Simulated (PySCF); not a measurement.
C₂H₆OSe, SMILES C[Se]OC.

Coordinates come from a B3LYP-D3(BJ)/def2-SVP optimisation. The values are those of a single conformer.

Computed with PySCF with B3LYP-D3(BJ)/def2-SVP.

Frequencies are harmonic and unscaled.

**Question.** List the normal modes with their intensities. (An estimate is asked for; the answer gives what the named calculation found.)

**Answer.** 
```csv
mode,ν (cm⁻¹),IR (km/mol),Raman (Å⁴/amu),depolarisation,moving atoms (share of kinetic energy)
1,85,2.2,0.8,0.67,"H 47 %, C 36 %, O 13 %"
2,127,0.3,0.0,–,H 95 %
3,158,0.3,1.4,0.68,"H 71 %, C 25 %"
4,250,7.2,1.3,0.62,"O 46 %, H 32 %, C 14 %, Se 8 %"
5,319,1.2,2.5,0.24,"C 37 %, H 24 %, O 22 %, Se 16 %"
6,583,15.9,13.9,0.65,"C 51 %, O 18 %, Se 18 %, H 13 %"
7,592,15.1,22.4,0.15,"O 54 %, C 23 %, Se 13 %, H 10 %"
8,887,13.5,4.6,0.54,"H 78 %, C 19 %"
9,904,6.8,4.1,0.74,"H 86 %, C 13 %"
10,1070,106.8,3.1,0.53,"O 50 %, C 44 %"
11,1169,1.2,3.4,0.74,"H 77 %, C 18 %"
12,1183,6.7,2.4,0.14,"H 71 %, C 21 %"
13,1284,2.2,0.6,0.58,"H 85 %, C 15 %"
14,1422,8.9,18.9,0.75,H 95 %
15,1448,4.1,12.7,0.69,H 92 %
16,1450,12.0,11.2,0.73,H 95 %
17,1457,5.2,19.2,0.74,H 94 %
18,1481,19.4,15.3,0.73,H 94 %
19,2984,62.0,126.8,0.01,H 97 %
20,3041,8.9,151.1,0.01,H 98 %
21,3056,50.7,58.9,0.66,"H 90 %, C 10 %"
22,3099,21.1,165.9,0.53,"H 91 %, C 9 %"
23,3147,4.3,80.9,0.75,"H 90 %, C 10 %"
24,3163,2.8,69.4,0.74,"H 90 %, C 10 %"
```
